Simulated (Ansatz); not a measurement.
Frontier orbitals of CH7AlBGaSi, SMILES `[BH2][Ga]1[CH2][SiH2][AlH]1`.

The species carries charge 0 and has multiplicity 1. Correlated methods include outer-core shells of Ga, which these sets cover unevenly. Scalar relativity is left out up to krypton. Geometry: relaxed with PBE0-D4/def2-TZVP. Basis def2-TZVPP, Ansatz.

Orbital energies of one run (eV). Highest occupied ones, from the top: -5.88, -7.14, -7.50, -9.09, -9.54, -9.82, -10.35, -11.35, -11.99, -14.08, -14.15, -19.00, -22.62, -22.66. Empty: -2.65, -2.21, -0.76, 0.40, 0.52, 0.80.

Q: Which functional gave them?
A. ωB97X-V
B. PBE0
C. LC-ωPBE
D. HSE06 (plane-wave form)

A: B. HOMO energies: PBE0 -5.88, ωB97X-V -7.84, HSE06 -5.50, LC-ωPBE -8.11 eV.

LC-ωPBE has ω = 0.4 bohr⁻¹.
